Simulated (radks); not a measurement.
All-electron atom: Ir XXXIX in [Kr] 4d3 (the NIST ground configuration). Method: non-relativistic Kohn-Sham, LDA (Slater exchange, Perdew-Wang correlation), spin-unpolarised, spherical densities, point nucleus; relativity is left out, which matters for an element this heavy; computed with a radial shooting solver on a logarithmic mesh with Libxc functionals.

Normalised radial functions P(r) = r R(r), r in bohr:

r              4p       4d       5p
0.001611   0.0067   0.0001   0.0044
0.002081   0.0110   0.0001   0.0072
0.002688   0.0179   0.0003   0.0118
0.003472   0.0290   0.0005   0.0191
0.004521   0.0472   0.0012   0.0310
0.005839   0.0747   0.0024   0.0492
0.007543   0.1166   0.0050   0.0767
0.009744   0.1783   0.0101   0.1173
0.01269    0.2688   0.0207   0.1767
0.01639    0.3859   0.0407   0.2535
0.02117    0.5281   0.0778   0.3464
0.02735    0.6760   0.1437   0.4423
0.03533    0.7859   0.2541   0.5116
0.046      0.7819   0.4306   0.5032
0.05942    0.5743   0.6651   0.3578
0.07676    0.1156   0.9284   0.0467
0.09915   -0.5176   1.1237  -0.3695
0.1291    -1.0620   1.0804  -0.6942
0.1668    -1.0694   0.6319  -0.6134
0.2154    -0.3246  -0.2277  -0.0153
0.2783     0.8798  -1.2059   0.7540
0.3595     1.7620  -1.7852   0.9313
0.4681     1.7107  -1.6146   0.0423
0.6046     0.9864  -0.9426  -1.1463
0.781      0.3302  -0.3366  -1.4604
1.009      0.0578  -0.0658  -0.8439
1.314      0.0041  -0.0055  -0.2231
1.697      0.0001  -0.0002  -0.0261
2.192      0.0000  0.0000  -0.0011

4p: eigenvalue -1862.0 eV, 2 radial nodes at r = 0.0807, 0.232 bohr, <r> = 0.412 bohr, 90 % of the charge inside 0.586 bohr. 4d: eigenvalue -1699.7 eV, 1 radial node at r = 0.203 bohr, <r> = 0.401 bohr, 90 % of the charge inside 0.582 bohr. 5p (empty): eigenvalue -1070.2 eV, 3 radial nodes at r = 0.0791, 0.216, 0.472 bohr, <r> = 0.712 bohr, 90 % of the charge inside 0.991 bohr.
